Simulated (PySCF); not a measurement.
## Magnetic susceptibility: `C=[CH][Ge]([CH3])([CH3])[CH]=C`, C₆H₁₂Ge

Geometry (Å), atoms numbered from 1 in this order:
```xyz
19

Ge   -0.3904   -0.0216   -0.2654
C    -0.4059   -0.0751    1.7045
C     0.5635   -0.5773    2.4499
H    -1.2881    0.3231    2.1909
H     1.4580   -0.9847    2.0055
H     0.5153   -0.6070    3.5290
C     1.4593   -0.0061   -0.9461
C     2.4573    0.6461   -0.3751
H     1.6494   -0.5602   -1.8573
H     2.3111    1.2124    0.5316
H     3.4598    0.6503   -0.7789
C    -1.3546    1.6149   -0.8557
H    -1.4409    1.6389   -1.9387
H    -0.8254    2.5088   -0.5379
H    -2.3558    1.6416   -0.4339
C    -1.3186   -1.6203   -0.9989
H    -2.3617   -1.6319   -0.6956
H    -0.8517   -2.5339   -0.6426
H    -1.2809   -1.6180   -2.0852
```

Computed with PySCF 2.14.0, GIAO PBE0/def2-SVP magnetisability, rotational g tensor and spin-rotation constants, non-relativistic, gas phase. Geometry: GFN2-xTB.

The calculation is non-relativistic, which matters for the atoms heavier than Zn.

Task: How diamagnetic is it, and how anisotropic?

Result: Isotropic -1473 × 10⁻³⁰ J/T², or -88.7 × 10⁻⁶ cm³/mol; principal values -1641, -1440, -1338 × 10⁻³⁰ J/T², anisotropy 267 × 10⁻³⁰ J/T² (root of half the summed squared differences of the principal values). The susceptibility is in cgs units.

Task: Split it along the inertial axes a, b, c into diamagnetic and paramagnetic parts about the centre of mass, with the quadrupole moment.

Result: 
```csv
axis,χ (10⁻⁶ cm³/mol),diamagnetic (10⁻⁶ cm³/mol),paramagnetic (10⁻⁶ cm³/mol),summed x² of all electrons (Å²),quadrupole Θ (D Å)
a,-86.6,-777.2,690.5,140.0,+1.32
b,-87.1,-889.9,802.8,113.4,+0.43
c,-92.4,-1075.1,982.7,69.8,-1.75
```
Anisotropies 2χaa − χbb − χcc = +6.2 and 2χbb − χaa − χcc = +4.8 × 10⁻⁶ cm³/mol. Θ is traceless in Buckingham's convention.

Task: And the rotational g tensor?

Result: 
| axis | rotational constant (GHz) | g | nuclear part | electronic part |
| --- | --- | --- | --- | --- |
| a | 1.9251 | -0.0110 | 0.6135 | -0.6245 |
| b | 1.6605 | -0.0088 | 0.6175 | -0.6263 |
| c | 1.3065 | -0.0029 | 0.6003 | -0.6032 |

Asymmetric top; isotopes 12C, 74Ge, 1H; no vibrational averaging.
